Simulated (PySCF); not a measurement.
Relaxation of singlet CaO2

Level of theory: B3LYP/[Ca def2-TZVP, O def2-TZVP], no relativity, density fitting, PySCF. A (50,194) grid was used.

A hand-made bent start, of C2v symmetry, held to at least that symmetry:

```xyz
3
charge 0 multiplicity 1, angstrom
Ca    0.0000    0.0000   -0.5202
O     1.6711    0.0000    0.6499
O    -1.6711    0.0000    0.6499
```

(1) What does it relax to?

(2) How much energy is released, and in how many steps?

Answers

(1) It ends at C2v with Ca–O 1.981 Å (×2), O–O 1.517 Å; Ca–O–O 67.5° (×2), O–Ca–O 45.0°. A frequency run shows a minimum. Other isomers or separated fragments may lie lower.

(2) 262.3 kJ/mol in 10 steps.

The relaxation took 11 s on 2 threads of a shared Arm Neoverse V1 host, with 98 basis functions and 12 gradients; the process peaked at 0.54 GiB.
